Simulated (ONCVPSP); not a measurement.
# Before and after: ONCV potential for copper (Cu)

| Property | Result |
| --- | --- |
| Element | copper |
| Generator | ONCVPSP 4.0.1 |
| Type | optimised norm-conserving Vanderbilt (ONCV) |
| Functional | PBE |
| Relativity | scalar-relativistic |
| Frozen core | [Ne] 3s2 |
| Valence charge | 17 |
| Reference configuration | 3p6 3d9 4s2 |
| Partial waves | 4s: rc 1.65 bohr, ncon 4, nbas 8, qcut 4.8 1/bohr, 2 projectors, debl 1.9 Ha; 3p: rc 0.90 bohr, ncon 4, nbas 8, qcut 13.8 1/bohr, 1 projector; 3d: rc 0.95 bohr, ncon 4, nbas 9, qcut 17.9 1/bohr, 2 projectors, debl 1.4 Ha |
| Local potential | polynomial inside 0.90 bohr (lpopt 5, dvloc0 0 Ha) |
| Core correction | none |

Change: d: rc 1.3.

Cutoffs: the cutoffs (Ha) at which the residual kinetic energy of the hardest occupied pseudo-wave falls to 1 and 0.1 mHa per electron; they do not see the model core or the augmentation charge, which bear on the density cutoff. Errors are all-electron minus pseudo energies relative to the spin-unpolarised reference configuration.

Problem. What does the change do?

Solution. The potential gets softer (115 Ha and 131 Ha → 103 Ha and 118 Ha); both files keep a bound ghost (s); the errors of the 3 common tests hardly move. A larger radius leaves more room for a smooth pseudo-wave, so fewer plane waves are needed.

```csv
quantity,base,changed
"cutoff, loose",115 Ha,103 Ha
"cutoff, tight",131 Ha,118 Ha
loose cutoff by channel,"s 5.6 Ha, p 43 Ha, d 115 Ha","s 5.6 Ha, p 43 Ha, d 103 Ha"
bound ghosts,s,s
GHOST(+) flags under 300 eV,none,none
tests with a reliable result,3 of 4,3 of 4
"error for 3p6 3d10 4s1, meV [ΔE -1.97 eV]",-50,-49
"error for 3p6 3d10 4s0, meV [ΔE 6.18 eV]",-108,-106
"error for 3p6 3d9 4s0, meV [ΔE 27.51 eV]",-35,-34
s: phases at 1.68 bohr within 0.05 rad from the reference energy up to (Ha; the scan ends near 5),to the end of the scan,to the end of the scan
p: phases at 0.91 bohr within 0.05 rad from the reference energy up to (Ha; the scan ends near 5),to the end of the scan,to the end of the scan
```

 A true bound ghost makes a file unfit for plane-wave use even where its test errors are small: the radial tests pick states by their node count and pass the ghost by.
